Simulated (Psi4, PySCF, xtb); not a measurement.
Internal rotation in SMILES [SeH][SiH2]CS (CH6SSeSi). Scanned: dihedral H5–S1–C2–Si3; all other coordinates were relaxed at B3LYP-D3(BJ)/def2-SVP. Points at φ and −φ are mirror images. Heavy atoms are numbered in the order of the SMILES SC[SiH2][SeH], hydrogens after them in the order of the atoms that carry them; the mirror image has the same energies with the sign of each dihedral reversed.

- GFN1-xTB // B3LYP-D3(BJ)/def2-SVP (xtb)
- PBE/def2-TZVP // B3LYP-D3(BJ)/def2-SVP (Psi4)
- RKS-B3LYP/6-31G* = restricted B3LYP/6-31G*, spherical d, density fitting // B3LYP-D3(BJ)/def2-SVP run with PySCF

Energies in kcal/mol, each method relative to its own lowest point.

```tsv
φ / °	GFN1-xTB	PBE/def2-TZVP	RKS-B3LYP/6-31G*
-150	1.57	1.48	1.23
-120	1.22	1.60	1.42
-90	0.33	0.74	0.60
-60	0.00	0.00	0.00
-30	0.46	0.53	0.86
0	0.56	1.27	1.80
30	0.46	0.53	0.86
60	0.00	0.00	0.00
90	0.33	0.74	0.60
120	1.22	1.60	1.42
150	1.57	1.48	1.23
180	1.71	1.45	1.18
```
